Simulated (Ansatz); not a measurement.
CH3NO2Si, SMILES N#CO[SiH2]O.

Coordinates come from a r2SCAN-D4/def2-SVP optimisation. The structure was generated by enumeration, and PubChem lists no compound with its InChIKey, so it may never have been made. One conformer was computed; it need not be the lowest.

Two levels are set side by side: PBE/def2-SVPD (Ansatz, a quantum-chemistry and plane-wave program) and PBE0/def2-SVPD (Ansatz). Energy differences of separate SCF runs at the same geometry; the states with an electron removed or added have multiplicity 2 and 2. Differences are taken from unrounded values.

```json
[
 {"quantity": "vertical ionisation energy (eV)", "PBE0": "11.22", "PBE": "10.81", "PBE minus PBE0": "-0.41"},
 {"quantity": "vertical singlet–triplet gap (eV)", "PBE0": "6.59", "PBE": "6.36", "PBE minus PBE0": "-0.23"}
]
```
